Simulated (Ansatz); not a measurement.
Start from `C=CC[TeH]` and change one atom or group to get `C=CCO[SiH3]`.

Ansatz, PBE0-D4/def2-TZVP geometries, multiplicity 1. Each molecule was computed in one conformer, which needn't be the lowest.

Elements past krypton have def2 core potentials.

```csv
property,`C=CC[TeH]`
size of the dipole moment (B3LYP/def2-TZVPP) / D,0.93
HOMO–LUMO gap (PBE0/def2-TZVPP) / eV,5.18
LUMO energy (B3LYP/def2-TZVPP) / eV,-1.17
LUMO energy (PBE0/def2-TZVPP) / eV,-0.95
HOMO energy (PBE/def2-TZVPP) / eV,-5.10
HOMO energy (B3LYP/def2-TZVPP) / eV,-5.91
```

Give the same properties after the change, and the shifts. (Best estimate.)

Ansatz gave: 
| property | `C=CCO[SiH3]` | shift |
| --- | --- | --- |
| size of the dipole moment (B3LYP/def2-TZVPP) / D | 1.01 | 0.08 |
| HOMO–LUMO gap (PBE0/def2-TZVPP) / eV | 7.59 | 2.41 |
| LUMO energy (B3LYP/def2-TZVPP) / eV | -0.39 | 0.78 |
| LUMO energy (PBE0/def2-TZVPP) / eV | -0.16 | 0.79 |
| HOMO energy (PBE/def2-TZVPP) / eV | -6.52 | -1.42 |
| HOMO energy (B3LYP/def2-TZVPP) / eV | -7.53 | -1.62 |

With PBE0 the HOMO falls by 1.62 eV and the LUMO rises by 0.79 eV, so the gap widens by about 2.41 eV. PBE moves the HOMO by -1.42 eV and ωB97M-V by -1.80 eV. The zero-point energy changes by 62.4 kJ/mol with +9 modes. Dipoles are sizes alone; their direction can turn.

B3LYP here is the variant with VWN-RPA as its local correlation; programs differ in this.

Spin–orbit coupling is left out; it splits and shifts lone-pair levels of the heavy atoms by tenths of an eV.
